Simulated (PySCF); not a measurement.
A calculated (UHF, PySCF 2.14, x2c-SVPall, the spin-free X2C one-electron Hamiltonian (Gaussian nucleus)) atom or ion has these occupied shells.

```json
{"shell": "1s", "electrons": "2", "orbital energy (eV)": "-128.87", "rms radius, mean of both spins (bohr)": "0.483"}
{"shell": "2s", "electrons": "2", "orbital energy (eV)": "-8.313", "rms radius, mean of both spins (bohr)": "2.94"}
```

(1) Name the element and its charge.

Answers

(1) Be (beryllium, neutral), in [He] 2s2, closed-shell 1S.
